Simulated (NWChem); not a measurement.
Species: CHOS cation; SMILES C(=[OH+])=S

Results from NWChem. Pople sets run with spherical d functions. Coordinates come from a PBE0-D3(BJ)/def2-TZVP optimisation. Level: PBE/6-31G* with SMD (1 M gas to 1 M solution), gas-phase geometry. Reactions with the solvent are ignored.

Problem. What does the run give for solvent 1-octanol? Quantities: solvation free energy (kcal/mol); cavity-dispersion-structure term (kcal/mol).

Solution. 
| Quantity | Value |
|---|---|
| solvation free energy (kcal/mol) | -62.7 |
| cavity-dispersion-structure term (kcal/mol) | 1.8 |
